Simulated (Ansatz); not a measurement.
Species: IrO3, net charge 0, doublet state. The spin state was set by rule; other spins were not relaxed. 
Coordinates optimised at B3LYP-D3(BJ)/def2-TZVP (Ansatz, a quantum-chemistry and plane-wave program):
```xyz
4

Ir    -0.0113    -0.0191     0.0004
O      1.7111     0.1073    -0.0034
O     -0.7262     1.5526    -0.0353
O     -0.8756    -1.4759     0.0344
```
Charge 0, spin multiplicity 2.

Wanted: vertical ionisation energy (to the singlet state of charge +1; each state is the SCF solution reached for its spin; the UHF <S^2> is 1.69 for the doublet (pure: 0.75); for the singlet the Hartree-Fock reference is unstable and T1 is 0.040; for the doublet T1 is 0.084), in eV. Cores are frozen in the correlated levels unless marked. Open shells are spin-unrestricted. No spin-orbit coupling. Frozen are the shells of the preceding noble gas and the d and f shells that filled before the atom's block. In def2 rows, elements after Kr have scalar-relativistic effective core potentials. Basis-set limits of correlation are two-point, X^-3; Hartree-Fock from the larger set. [CCSD(T)-MP2]/basis is that difference in the basis named.

```
level                                                        program  vertical ionisation energy (eV)
-----------------------------------------------------------  -------  -------------------------------
SVWN5/def2-TZVPD                                              Ansatz                                …
r2SCAN/def2-TZVPD                                             Ansatz                                …
B3LYP/def2-TZVPD                                              Ansatz                            10.97
PBE0/def2-TZVPD                                               Ansatz                            11.05
BHLYP/def2-TZVPD                                              Ansatz                            11.75
wB97M-V/def2-TZVPD                                            Ansatz                            11.07
B2PLYP/def2-TZVPD                                             Ansatz                                …
SCS-MP2/def2-SVPD                                             Ansatz                             6.34
CCSD/def2-SVPD                                                Ansatz                                …
RI-MP2/CBS(def2-TZVPPD,def2-QZVPPD)+[CCSD(T)-MP2]/def2-SVPD   Ansatz                            10.30
```

Complete the blanks.


- SVWN5/def2-TZVPD, vertical ionisation energy (eV): 10.64
- r2SCAN/def2-TZVPD, vertical ionisation energy (eV): 10.74
- B2PLYP/def2-TZVPD, vertical ionisation energy (eV): 9.46
- CCSD/def2-SVPD, vertical ionisation energy (eV): 10.98
